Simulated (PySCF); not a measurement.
**From computed data to an observable: dipole moment from atomic charges**

Zn(SH)2 (H2S2Zn), SMILES [Zn]([SH])[SH]. Atoms are numbered in the order given.

```xyz
5

Zn     0.0000     0.0000     0.0181
S     -2.1504     0.0579     0.0401
H     -2.2423    -0.8878    -0.9135
S      2.1504    -0.0579     0.0401
H      2.2423     0.8878    -0.9135
```
Charge 0, spin multiplicity 1.

The structure is a stationary point at r2SCAN-D4/def2-TZVP. Other conformers were not sampled.

Charges (e) from PBE/def2-TZVPD (PySCF):

| atom | ESP fit | IAO |
|---|---|---|
| Zn1 | 0.461 | 1.199 |
| S2 | -0.355 | -0.708 |
| H3 | 0.125 | 0.109 |
| S4 | -0.355 | -0.708 |
| H5 | 0.125 | 0.109 |

The dipole moment of the full density is 0.88 D.

### Question
What dipole moment does each set of point charges give, and which comes closer to that of the density?

### Answer

μ = Σ q r, and 1 e Å = 4.8032 D.
ESP fit: Σ q r = (0.000, 0.000, -0.249) e Å, |μ| = 1.19 D.
IAO: Σ q r = (0.000, 0.000, -0.234) e Å, |μ| = 1.13 D.
IAO comes closer in size. Point charges leave out the atoms' own dipoles (lone pairs, polarised bonds); fits to the potential absorb them, partitions of the density don't.
